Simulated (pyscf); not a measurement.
## Hydrogen shift: •O–SiH₃ (SMILES [O][SiH3]) → HO–SiH₂• (SMILES O[SiH2])

Gas phase, doublet surface, charge 0. Bonds broken: Si2–H3. Bonds formed: O1–H3. PySCF, gas phase, ωB97X-D3(BJ)/def2-SVP geometries. Correlated levels are frozen-core, on RHF or UHF. ΔMP2 is the change of the MP2 total energy from the triple- to the quadruple-zeta basis.

Transition state (Å):

```xyz
5

O      0.7981    -0.7375     0.5436
Si    -0.0947    -0.3083    -0.7710
H      1.1346     0.4429    -0.1205
H      0.0394    -1.0874    -2.0324
H     -1.4931     0.1660    -0.5826
```

One imaginary mode, 1734i cm⁻¹; descent along it reached the two sides named.

```csv
bond,change,reactant side (Å),saddle,product side
Si2–H3,breaks,1.494,1.581,2.273
O1–H3,forms,2.471,1.396,0.963
```

Electronic energies relative to the reactant's lowest minimum found (eV):

| level | barrier | reaction energy | reverse barrier |
|---|---|---|---|
| ωB97X-D3(BJ)/def2-TZVP | 0.93 | -1.05 | 1.98 |
| PBE/def2-TZVP | 0.54 | -1.22 | 1.76 |
| r²SCAN/def2-TZVP | 0.72 | -1.14 | 1.86 |
| B3LYP-D3(BJ)/def2-TZVP | 0.86 | -1.07 | 1.92 |
| PBE0-D3(BJ)/def2-TZVP | 0.78 | -1.17 | 1.95 |
| M06-2X/def2-TZVP | 0.90 | -1.24 | 2.14 |
| ωB97M-D3(BJ)/def2-TZVP | 0.90 | -1.08 | 1.98 |
| HF/def2-TZVP | 1.88 | -0.49 | 2.37 |
| MP2/def2-QZVPP | 0.81 | -1.55 | 2.37 |
| CCSD/def2-TZVPP | 1.00 | -1.12 | 2.12 |
| CCSD(T)/def2-TZVPP | 0.88 | -1.18 | 2.06 |
| CCSD(T)/def2-TZVPP + ΔMP2(QZVPP) | 0.84 | -1.23 | 2.06 |

With CCSD(T)/def2-TZVPP + ΔMP2(QZVPP) energies and thermal terms (ideal gas, 1 atm, RRHO with modes under 100 cm⁻¹ raised to 100, one conformer, R ln 2 for rigid chiral ones), in eV:

```json
[
 {"T (K)": "298", "ΔH‡": "0.77", "ΔG‡": "0.78", "ΔH": "-1.14", "ΔG": "-1.17"},
 {"T (K)": "600", "ΔH‡": "0.75", "ΔG‡": "0.79", "ΔH": "-1.14", "ΔG": "-1.20"},
 {"T (K)": "900", "ΔH‡": "0.73", "ΔG‡": "0.81", "ΔH": "-1.14", "ΔG": "-1.23"},
 {"T (K)": "1200", "ΔH‡": "0.71", "ΔG‡": "0.84", "ΔH": "-1.15", "ΔG": "-1.25"}
]
```

One saddle was located; it need not be the lowest between these sides. The CCSD(T) − MP2 part came from Ansatz, without density fitting, on the same reference. The orbital near-degeneracy of the XH₃O or XH₃S radical is left out.
